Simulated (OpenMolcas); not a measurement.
An OpenMolcas run meant for Pr2+ (ANO-RCC-VDZP, DKH2; inactive shells 1s 2s 2p 3s 3p 3d 4s 4p 4d 5s 5p; intended active space 3 electrons in 7 orbitals (4f)). One step of its input:

```
&CASPT2
Multistate=30 1 2 3 4 5 6 7 8 9 10 11 12 13 14 15 16 17 18 19 20 21 22
23 24 25 26 27 28 29 30
Frozen=14 9
IPEA=1.5
Imaginary=0.1
MaxIter=60
WThr=0.0 0.3 0.05
PrWF=0.5
NoMix
```

The run finished. Its levels beside those of a sound run (SS-CASPT2, IPEA 0.25 Eh, imaginary shift 0.1 Eh (closed shells correlated: 5s 5p)), in cm-1 above each run's lowest level:

```tsv
Level	This run	Usual run
4f3 4I* 9/2	0.0	0.0
4f3 4I* 11/2	1483	1499
4f3 4I* 13/2	3091	3115
4f3 4I* 15/2	4789	4807
4f3 2H* 9/2	11561	10639
4f3 4F* 3/2	11823	11313
4f3 4F* 5/2	12623	12120
4f3 4S* 3/2	13485	12747
4f3 4F* 7/2	13380	12839
4f3 2H* 11/2	13979	13033
4f3 4F* 9/2	14166	13582
4f3 2G* 7/2	16316	15426
4f3 2G* 9/2 [70 %]	18442	17591
4f3 2K* 13/2	18589	17764
```

Task: Which setting is unsound, and how much does it matter here?

Result: The IPEA shift is far above its usual 0.25 hartree. Against the sound run the excited levels shown move by 570 cm-1 on average and by 950 cm-1 at most.

CASPT2 does not keep the components of a term degenerate, so their means are used; among the terms shown or strongly mixed into the levels shown the widest spread is 670 cm-1 (4f3 4I*, the sound run). High states are left out of the spin-orbit mixing, which shifts the levels that they would mix with. Some levels mix across a computed gap that differs much from the measured one, so their mixing is not that of the real levels. Some terms miss by over 15 % even with CASPT2, which points to a basis or an active space too small for the shells correlated. The CASPT2 spread within a term exceeds the gap to the next term for 4f3 2H* and 4f3 4F*, 4f3 4F* and 4f3 4S*, so the order of their levels is uncertain, and so are names and mixing where such terms share a J (holds for this run). Only configurations of the active space appear.

A share in square brackets marks a mixed level and gives the weight of the term that names it, the lowest over the columns. * marks odd parity.
